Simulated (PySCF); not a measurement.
**`C=C1C[C@@H](Br)[C@@H](Cl)C1`, C6H8BrCl**

Cartesian coordinates in Å; atom numbers follow the order of the lines, from 1:
```xyz
16

C     2.2350   -0.5168   -0.0609
C     0.9524   -0.2076   -0.0716
C    -0.1516   -1.0885   -0.6070
C    -1.4331   -0.4514   -0.0828
Br   -1.8010   -1.0958    1.7338
C    -1.0849    1.0323   -0.0713
Cl   -2.2167    2.0293    0.8773
C     0.3462    1.0686    0.4559
H     2.9775    0.1567    0.3296
H     2.5894   -1.4594   -0.4403
H    -0.0387   -2.1272   -0.2975
H    -0.1527   -1.0627   -1.7012
H    -2.3256   -0.6866   -0.6614
H    -1.1306    1.4085   -1.0982
H     0.3388    1.0528    1.5490
H     0.8881    1.9569    0.1352
```

Level of theory: PySCF 2.14.0, TDDFT B3LYP/def2-SVPD circular dichroism and optical rotation, one conformer, gas phase. Geometry: GFN2-xTB.

The calculation is non-relativistic, which matters for the atoms heavier than Zn. States above about 7.3 eV lie in this functional's continuum (it starts at minus the energy of the highest occupied orbital, well below the true ionisation energy for most functionals) and depend on the basis.

Stereocentres: C4 R, C6 S.

Task: Give the optical rotatory dispersion at 633, 589.3, 546, 436, 405, 365, 355 nm.

Result: [α] in deg dm⁻¹ (g/mL)⁻¹:
| λ (nm) | origin-invariant length gauge | modified velocity gauge | length gauge (centre of mass) | isotropic polarisability (au) |
| --- | --- | --- | --- | --- |
| 633 | -10.3 | -6.2 | -11.6 | 106.7 |
| 589.3 | -11.7 | -7.0 | -13.2 | 107.2 |
| 546 | -13.3 | -7.7 | -15.2 | 107.7 |
| 436 | -18.6 | -9.0 | -21.6 | 110.1 |
| 405 | -19.9 | -8.4 | -23.4 | 111.2 |
| 365 | -20.2 | -4.9 | -24.5 | 113.1 |
| 355 | -19.6 | -3.0 | -24.2 | 113.7 |

Task: And for the mirror image at 589.3 nm?

Result: +11.7 deg dm⁻¹ (g/mL)⁻¹ (origin-invariant length gauge): the same size and the opposite sign.

Task: What is the molar rotation [Φ] = [α]·M/100 of the geometry above at 589.3 nm?

Result: With M = 195.48 g/mol, -22.8 deg cm² dmol⁻¹ (origin-invariant length gauge).

The first excitation lies at 5.58 eV (222 nm) with R = +6.0 × 10⁻⁴⁰ esu² cm² (velocity form).
